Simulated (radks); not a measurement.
Re XXIV, configuration [Kr] 4d10 4f6. Method: scalar-relativistic Kohn-Sham, SCAN, spin-polarised, spherical densities, finite nucleus; open shells are filled with parallel spins first (spin-orbit coupling, left out, can overturn this in heavy ions); meta-GGA in the generalised Kohn-Sham scheme; Fermi nuclear charge, rms radius 5.3698 fm; computed with a radial shooting solver on a logarithmic mesh with Libxc functionals.

Radial electron density D(r) = 4 pi r^2 rho(r):

```
   r/bohr * D(r) (the largest magnitude, 139, reaches the edge; | marks zero)
 0.001787 |       *
  0.00229 |          *
 0.002935 |              *
 0.003761 |                   *
 0.004781 |                        *
 0.006127 |                              *
 0.007851 |                                   *
  0.01006 |                                       *
  0.01289 |                                        *
  0.01639 |                                      *
    0.021 |                                   *
  0.02691 |                                    *
  0.03449 |                                          *
  0.04384 |                                                  *
  0.05618 |                                                      *
    0.072 |                                                 *
  0.09226 |                                          *
   0.1182 |                                            *
   0.1503 |                                                 *
   0.1926 |                                          *
   0.2468 |                           *
   0.3163 |                       *
   0.4053 |                           *
   0.5152 |                    *
   0.6603 |        *
   0.8461 | *
    1.084 *
    1.389 *
```

D(r) has 4 maxima, at r = 0.0122, 0.0557, 0.153, 0.402 bohr, and minima at 0.0235, 0.0999, 0.292 bohr, inside which lie 1.90, 11.07, 29.66 electrons.
